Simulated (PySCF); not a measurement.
An equivalent PySCF input for Cr (chromium, neutral), [Ar] 3d5 4s1, high-spin 7S determinant, with the non-relativistic Hamiltonian (point nucleus):

```python
from pyscf import gto, scf, dft, mp, cc
import basis_set_exchange as bse
mol = gto.M(atom="Cr 0 0 0", charge=0, spin=6, symmetry="D2h",
            basis=gto.basis.parse(bse.get_basis("pcseg-2", elements=["Cr"], fmt="nwchem", header=False)))
mf = dft.UKS(mol, xc="M062X")
mf.irrep_nelec = {'Ag': (6, 3), 'B1g': (1, 0), 'B2g': (1, 0), 'B3g': (1, 0), 'B1u': (2, 2), 'B2u': (2, 2), 'B3u': (2, 2)}
mf.kernel()
```

It reaches the same state as the run whose output follows, with an energy that differs only through the grid. The run itself started from symmetry-adapted Hartree-Fock orbitals and held the occupation by maximum overlap, on a logarithmic radial grid, so the iterations belong to that start.

```
SCF conv_tol = 1e-09
number electrons alpha = 15  beta = 9
XC functionals = M062X
    Y. Zhao and D. G. Truhlar.,  Theor. Chem. Acc. 120, 215 (2008)
    Y. Zhao and D. G. Truhlar.,  Theor. Chem. Acc. 120, 215 (2008)
cycle= 1 E= -1044.38831475996  delta_E= -0.00155  |g|= 0.0392  |ddm|= 0.0828
cycle= 2 E= -1044.38822100789  delta_E= 9.38e-05  |g|= 0.0438  |ddm|= 0.0696
cycle= 3 E= -1044.38877533328  delta_E= -0.000554  |g|= 0.00169  |ddm|= 0.0272
cycle= 4 E= -1044.38877859232  delta_E= -3.26e-06  |g|= 0.000324  |ddm|= 0.00948
cycle= 5 E= -1044.38877884301  delta_E= -2.51e-07  |g|= 5.89e-05  |ddm|= 0.00334
cycle= 6 E= -1044.38877884735  delta_E= -4.34e-09  |g|= 2.42e-06  |ddm|= 0.000451
cycle= 7 E= -1044.38877884735  delta_E= -1.59e-12  |g|= 1.38e-07  |ddm|= 3.27e-06
converged SCF energy = -1044.38877884735  <S^2> = 12.000321  2S+1 = 7.0000918
```
